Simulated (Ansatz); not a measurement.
Cost and result for the atomization energy of CH₅BO₂Se, SMILES `C[Se]B(O)O` (10 atoms, 9 bonds).

Cartesian coordinates in Å:
```
C 1.0488 -0.2237 -1.3877
Se 1.1368 -0.8586 0.4555
B -0.5107 -0.0357 1.1350
O -1.3525 0.7303 0.3836
O -0.7989 -0.2644 2.4405
H 0.1594 -0.6058 -1.8883
H 1.9275 -0.6162 -1.8959
H 1.0839 0.8649 -1.4258
H -1.0784 0.8443 -0.5279
H -1.6160 0.1650 2.7109
```

The species carries charge 0 and has multiplicity 1. Correlated methods include outer-core shells of Se, which these sets cover unevenly. Scalar relativity is left out up to krypton. All single points use the PBE0-D4/def2-TZVP geometry. It is one conformer, not always the lowest. Program: Ansatz. Hardware: A = 2 threads of an AMD EPYC 7R13 on a shared host; B = 2 threads of an AMD EPYC 7R13 on a shared host and a share of an NVIDIA H100 80 GB. Times are those of one run each, without the atoms' runs, and a repeat can differ threefold. Electronic energies, without spin–orbit coupling; frozen cores. CCSD(T)/CBS adds CCSD(T) − MP2 in def2-TZVPP to the MP2 limit, and its time is that of the two runs behind it. T1 = 0.011. With those shells the extrapolation isn't a true limit. B3LYP takes the VWN-RPA correlation (the form of Gaussian; ORCA's B3LYP/G).

CCSD(T)/CBS is a level of theory with its own doubt, some kJ/mol a heavy atom from the limit and from the frozen cores, so smaller differences don't rank the functionals.

| level | functions | wall time | atomization (kJ/mol) | difference from CCSD(T)/CBS | per bond |
| --- | --- | --- | --- | --- | --- |
| CCSD(T)/def2-TZVPP [B] | 242 | 3 s | 3841.6 | -104.0 | -11.6 |
| MP2/def2-QZVPP [B] | 467 | 3.4 s | 4002.5 | 56.9 | 6.3 |
| PBE-D4/def2-TZVPP (with forces) [A] | 242 | 3.9 s | 4031.0 | 85.4 | 9.5 |
| PBE0-D4/def2-TZVPP [A] | 242 | 4.6 s | 3941.3 | -4.3 | -0.5 |
| CCSD(T)/CBS(def2) | – | 6.4 s | 3945.6 | 0.0 | 0.0 |
| r2SCAN-D4/def2-TZVPP (with forces) [A] | 242 | 7 s | 3962.5 | 16.9 | 1.9 |
| B3LYP-D4/def2-TZVPP (with forces) [A] | 242 | 7.5 s | 3929.3 | -16.3 | -1.8 |
| B2PLYP/def2-TZVPP [A] | 242 | 9.1 s | 3898.5 | -47.1 | -5.2 |
| ωB97X-V/def2-TZVPP [A] | 242 | 12 s | 3937.0 | -8.6 | -1.0 |
| ωB97M-V/def2-TZVPP (with forces) [A] | 242 | 16 s | 3944.9 | -0.7 | -0.1 |

In def2-TZVPP, CCSD(T) changes the Hartree–Fock value by +1004.7 kJ/mol (the triples alone add +65.1 kJ/mol) and MP2 by +1104.8 kJ/mol; breaking electron pairs costs correlation energy, which Hartree–Fock lacks. From PBE to PBE0 (25 % exact exchange), in def2-TZVPP and without D4, the atomization energy moves by −86.5 kJ/mol: exact exchange takes away binding that semilocal exchange gives to molecules. The D4 term adds +32.9 kJ/mol with B3LYP and +17.0 kJ/mol with PBE0; it sums over pairs of atoms, weighted by their polarisabilities, and B3LYP, whose exchange is more repulsive, gets the larger term.
